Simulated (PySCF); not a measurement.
# `[S]([GeH2][GeH2][O]C)[GeH3]`, CH10Ge3OS

Molfile (atoms numbered from 1):
```
CH10Ge3OS
     RDKit          3D

 16 15  0  0  0  0  0  0  0  0999 V2000
   -3.2913   -0.2362    0.1865 C   0  0  0  0  0  0  0  0  0  0  0  0
   -2.2988    0.2142   -0.7103 O   0  0  0  0  0  0  0  0  0  0  0  0
   -0.6587    0.6884   -0.3068 Ge  0  0  0  0  0  4  0  0  0  0  0  0
    0.5437   -1.1151    0.7920 Ge  0  0  0  0  0  4  0  0  0  0  0  0
    2.4231   -0.5300    1.8312 S   0  0  0  0  0  0  0  0  0  0  0  0
    3.3786    0.5856    0.1978 Ge  0  0  0  0  0  4  0  0  0  0  0  0
   -4.1498   -0.5416   -0.4128 H   0  0  0  0  0  0  0  0  0  0  0  0
   -3.5993    0.5589    0.8690 H   0  0  0  0  0  0  0  0  0  0  0  0
   -2.9449   -1.0919    0.7732 H   0  0  0  0  0  0  0  0  0  0  0  0
   -0.7049    1.9735    0.5236 H   0  0  0  0  0  0  0  0  0  0  0  0
   -0.2022    1.0279   -1.7028 H   0  0  0  0  0  0  0  0  0  0  0  0
    0.8810   -2.2441   -0.1820 H   0  0  0  0  0  0  0  0  0  0  0  0
   -0.2245   -1.8340    1.8966 H   0  0  0  0  0  0  0  0  0  0  0  0
    4.7008    1.0450    0.7270 H   0  0  0  0  0  0  0  0  0  0  0  0
    2.5494    1.7778   -0.2049 H   0  0  0  0  0  0  0  0  0  0  0  0
    3.5901   -0.2694   -1.0212 H   0  0  0  0  0  0  0  0  0  0  0  0
  1  2  1  0
  2  3  1  0
  3  4  1  0
  4  5  1  0
  5  6  1  0
  1  7  1  0
  1  8  1  0
  1  9  1  0
  3 10  1  0
  3 11  1  0
  4 12  1  0
  4 13  1  0
  6 14  1  0
  6 15  1  0
  6 16  1  0
M  END
```

Computed, not measured: GIAO KT3/pcSseg-1 magnetisability, rotational g tensor and spin-rotation constants, non-relativistic, gas phase (PySCF 2.14.0). Geometry: GFN2-xTB.

The calculation is non-relativistic, which matters for the atoms heavier than Zn.

Question: What are the magnetisability and the molar susceptibility?

Answer: Isotropic -1935 × 10⁻³⁰ J/T², or -116.5 × 10⁻⁶ cm³/mol; principal values -2090, -1910, -1805 × 10⁻³⁰ J/T², anisotropy 250 × 10⁻³⁰ J/T² (root of half the summed squared differences of the principal values). The susceptibility is in cgs units.

Question: Split it along the inertial axes a, b, c into diamagnetic and paramagnetic parts about the centre of mass, with the quadrupole moment.

Answer: 
```
axis  χ (10⁻⁶ cm³/mol)  diamagnetic (10⁻⁶ cm³/mol)  paramagnetic (10⁻⁶ cm³/mol)  summed x² of all electrons (Å²)  quadrupole Θ (D Å)
   a            -123.3                      -798.9                        675.7                            620.0               +3.78
   b            -116.7                     -2797.8                       2681.1                            148.9               -1.39
   c            -109.6                     -3262.1                       3152.5                             39.4               -2.39
```
Anisotropies 2χaa − χbb − χcc = -20.2 and 2χbb − χaa − χcc = -0.5 × 10⁻⁶ cm³/mol. Θ is traceless in Buckingham's convention.

Question: And the rotational g tensor?

Answer: 
| axis | rotational constant (GHz) | g | nuclear part | electronic part |
| --- | --- | --- | --- | --- |
| a | 1.6731 | -0.0193 | 0.5118 | -0.5311 |
| b | 0.4070 | -0.0054 | 0.5072 | -0.5126 |
| c | 0.3423 | -0.0056 | 0.5014 | -0.5070 |

Asymmetric top; isotopes 12C, 74Ge, 1H, 16O, 32S; no vibrational averaging.
